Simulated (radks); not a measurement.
Problem. Calculated with a radial shooting solver on a logarithmic mesh with Libxc functionals: scalar-relativistic Kohn-Sham, PBE, spin-polarised, spherical densities, finite nucleus; open shells are filled with parallel spins first; Fermi nuclear charge, rms radius of each element as measured or else 0.836 A^(1/3) + 0.57 fm. Each species is in its NIST ground configuration. Rank Ni4+, Cr4+, Co4+, V4+, Zn4+, Cu4+, Fe4+, Mn4+, Ti4+, Sc4+ by mean radius of the outermost orbital (bohr), largest first.

Solution. Sc4+ 1.09, V4+ 1.08, Ti4+ 1.03, Cr4+ 1.02, Mn4+ 0.961, Fe4+ 0.913, Co4+ 0.869, Ni4+ 0.853, Cu4+ 0.814, Zn4+ 0.778.
